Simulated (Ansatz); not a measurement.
Frontier orbitals of `CCCCOC(C)(C)C`.

```xyz
27

C    -3.142   -1.845   -1.436
C    -1.796   -1.178   -1.210
C    -1.922    0.204   -0.592
C    -0.591    0.879   -0.348
O     0.110    0.134    0.617
C     1.484    0.449    0.834
C     1.669    1.925    1.164
C     1.869   -0.405    2.029
C     2.323    0.057   -0.377
H    -3.030   -2.836   -1.883
H    -3.683   -1.966   -0.493
H    -3.774   -1.250   -2.102
H    -1.260   -1.097   -2.163
H    -1.175   -1.800   -0.561
H    -2.520    0.851   -1.245
H    -2.459    0.137    0.361
H    -0.029    0.935   -1.291
H    -0.753    1.909   -0.001
H     1.445    2.564    0.307
H     2.704    2.117    1.456
H     1.019    2.215    1.993
H     1.700   -1.461    1.806
H     2.923   -0.267    2.282
H     1.262   -0.137    2.896
H     2.150   -0.991   -0.630
H     2.089    0.667   -1.252
H     3.385    0.190   -0.161
```

Charge 0, multiplicity 1. The geometry is a stationary point of PBE0-D4/def2-TZVP. It is one conformer, not always the lowest. Basis def2-TZVPP, Ansatz.

```csv
functional,HOMO (eV),LUMO (eV),gap (eV)
PBE,-5.61,0.30,5.91
PBE0,-7.16,1.08,8.24
BHLYP,-8.68,1.67,10.35
LC-ωPBE,-9.89,3.13,13.02
ωB97M-V,-9.58,2.47,12.05
```

A quarter of exact exchange (PBE0) shifts PBE's HOMO by −1.55 eV and its LUMO by +0.79 eV; full exchange at long range (ωB97M-V) shifts them by −3.97 and +2.17 eV. The gap opens from 5.91 to 12.05 eV, since occupied levels lose self-interaction and empty ones feel all the electrons. A positive LUMO is unbound and depends on the basis.

LC-ωPBE has ω = 0.4 bohr⁻¹.
